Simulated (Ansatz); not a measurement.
A further run on the cluster WSe2.

```yaml
crystal:
  periodic: [false, false, false]
  atoms:
    - {symbol: W, position_ang: [0.655948, -0.503329, -0.290459]}
    - {symbol: Se, position_ang: [-1.112669, -1.200662, 0.889460]}
    - {symbol: Se, position_ang: [0.456721, 1.703991, -0.599002]}
basis:
  gaussian: {orbitals: def2-TZVP}
hamiltonian: {xc: {name: revPBE0}, dispersion: d4}
scf: {lower_state_search: full}
```

```sh
$ ansatz run in.yaml --threads 4 --pin off --events-out ev --progress --plain --max-ram 3916MiB
```

Output, abridged:

```
Functional definition: revPBE0
1224 factors; their error is unknown
mean field evaluation 1: about -132514.2824 eV, gradient 2.3e1 eV
mean field evaluation 2: about -132513.6098 eV, gradient 3.0e1 eV
mean field evaluation 4: about -132515.4023 eV, gradient 9.2e0 eV
mean field evaluation 8: about -132515.6232 eV, gradient 1.3e-1 eV
mean field evaluation 16: about -132516.4659 eV, gradient 1.8e-3 eV
mean field evaluation 32: about -132482.4042 eV, gradient 1.2e2 eV
mean field evaluation 64: about -132515.6231 eV, gradient 1.3e-1 eV
mean field evaluation 96: about -132516.4659 eV, gradient 3.3e-4 eV
mean field -132516.46589446 eV, -4869.8902987346 hartree, gradient 3.1e-5 eV, S^2 0.000000; 5 other end points of the search recorded, 0 dependent functions left out
reference -132516.46592490 eV, -4869.8902998533 hartree; 41, 41 occupied and 95, 95 virtual orbitals, 1224 factors
Total energy: -132516.74679908 eV, -4869.9006217889 hartree
```

Hardware: 4 threads of AMD EPYC 9R45 on a shared host. Wall time 2.3 s.

In the def2 sets W takes a core potential; there is no spin–orbit coupling. The restricted singlet is unstable towards broken spin symmetry at other levels; at RKS revPBE0-D4/def2-TZVP this wasn't settled.
